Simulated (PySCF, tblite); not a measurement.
Compound: C₉H₁₂FN.
Numbering: `[N:1]#[C:2][C@@H:3]1[CH2:4][CH2:5][CH2:6][C@:7]12[CH2:8][C@H:9]([F:10])[CH2:11]2` (hydrogens: H12 on C3; H13, H14 on C4; H15, H16 on C5; H17, H18 on C6; H19, H20 on C8; H21 on C9; H22, H23 on C11)

Computed geometry: GFN2-xTB, gas phase.

(1) Give the optimised bond lengths and angles.

Results:

(1) 
```csv
bond,length (Å)
N1≡C2,1.143
C2–C3,1.443
C3–C4,1.533
C4–C5,1.530
C5–C6,1.541
C6–C7,1.535
C7–C8,1.542
C8–C9,1.531
C9–F10,1.374
C9–C11,1.532
C3–C7,1.538
C7–C11,1.546
C3–H12,1.094
C4–H13,1.089
C4–H14,1.091
C5–H15,1.089
C5–H16,1.090
C6–H17,1.090
C6–H18,1.090
C8–H19,1.087
C8–H20,1.089
C9–H21,1.093
C11–H22,1.089
C11–H23,1.088
```

A selection of angles:
```csv
angle,degrees
N1–C2–C3,179.6
C2–C3–C4,110.3
C2–C3–C7,110.2
C4–C3–C7,103.0
C3–C4–C5,103.3
C4–C5–C6,105.6
C5–C6–C7,106.8
C6–C7–C8,116.1
C6–C7–C11,115.0
C8–C7–C11,89.2
C3–C7–C6,104.0
C3–C7–C8,117.6
C3–C7–C11,115.3
C7–C8–C9,89.5
C8–C9–F10,114.7
C8–C9–C11,90.1
F10–C9–C11,114.5
C7–C11–C9,89.3
```

Torsions: C2–C3–C4–C5 -76° (synclinal); C3–C4–C5–C6 -30°; C4–C5–C6–C7 7° (synperiplanar); C5–C6–C7–C8 150°; C6–C7–C8–C9 107° (anticlinal); C7–C8–C9–F10 128° (anticlinal); C8–C9–C11–C7 -11° (synperiplanar); C2–C3–C7–C6 81° (synclinal); C6–C7–C11–C9 -108° (anticlinal).

The 5-membered ring C3–C4–C5–C6–C7 has internal angles of 103.0° to 106.8°; it is puckered, 0.18 Å rms from its mean plane, widest ring torsion 42°. The C–C distances run from 1.443 Å (C2–C3, drawn single) to 1.546 Å (C7–C11, drawn single), a spread of 0.103 Å. The 4-membered ring C7–C8–C9–C11 has internal angles of 89.2° to 90.1° (sum 358°, against 360° for a flat polygon); it is puckered, 0.07 Å rms from its mean plane, widest ring torsion 11°. Of the pairs four or more bonds apart, C2···H20 is among the closest relative to their van der Waals radii: 2.79 Å, 96 % of the sum of Bondi's values.

Point group: C1 (no symmetry element, even within 0.4 Å). GFN2-xTB frequencies show an imaginary mode (20i cm⁻¹), so the point is no minimum at that level. 3 starts were optimised and ended at 0.00, 0.07 and 0.42 kcal/mol (GFN2-xTB); the lowest of these is shown.
